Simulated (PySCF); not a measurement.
## Assigning NMR signals

Atoms are numbered as in `[CH2:1]=[CH:2][C:3]1=[C:4]([CH:5]=[CH2:6])[CH2:7][CH2:8]1`. Hydrogens are named by the atom that carries them. Ha(C1) is cis to C3; Ha(C6) is cis to C4; Hb(C1) is trans to C3; Hb(C6) is trans to C4.

No relativistic terms, fast rotation and ring inversion assumed for equivalent nuclei, single conformer, isolated molecule. Structure optimised with GFN2-xTB; shieldings: GIAO PBE0/pcSseg-1; PySCF 2.14.0 with density-fitted response routines.

δ = σ(ref) − σ, references computed at the same level: 13C, 1H vs TMS.

**Question.** Assign these signals to the numbered atoms. 13C{1H} NMR (computed): δ 149.1 (C), 136.1 (CH), 121.8 (CH2), 25.8 (CH2).

**Answer.** 
| δ (ppm) | atoms | environment | reason |
| --- | --- | --- | --- |
| 149.1 | C3/C4 | fully substituted alkene carbon | as expected for a trigonal carbon in a double bond |
| 136.1 | C2/C5 | alkene CH | the olefinic region |
| 121.8 | C1/C6 | terminal =CH2 carbon | as expected for a trigonal carbon in a double bond |
| 25.8 | C7/C8 | allylic sp3 CH2 | a saturated carbon with 2 carbon neighbours and no heteroatom attached |

**Question.** Assign these signals to the numbered atoms. 1H NMR (500 MHz, computed): δ 6.99 (m, 2H), 5.51 (m, 2H), 5.44 (m, 2H), 2.55 (s, 4H).

**Answer.** 
6.99 → H(C2)/H(C5), hydrogen on an alkene CH: olefinic region
5.51 → Ha(C1)/Ha(C6), hydrogen on a terminal =CH2 carbon: a vinylic proton, deshielded by the sp2 carbon and the C=C anisotropy
5.44 → Hb(C1)/Hb(C6), hydrogen on a terminal =CH2 carbon
2.55 → H(C7)/H(C8), hydrogen on an allylic sp3 CH2: allylic position

Ha(C1)/Ha(C6) and Hb(C1)/Hb(C6) lie closer than the usual error of such a calculation, so a measured spectrum could show them in the other order.

Shifts are as computed. Against solution values, carbons near 30 ppm lie about +3 ppm off and those near 130 ppm about +5 ppm. Of 1211 compounds with measured shifts, 218 miss one by over three times the rms of a fit or turn the order of signals round; such compounds aren't used in these exercises. Multiplicities follow the n + 1 count of equivalent neighbours, as no J values were calculated; m marks all less simple cases, F and P coupling included.
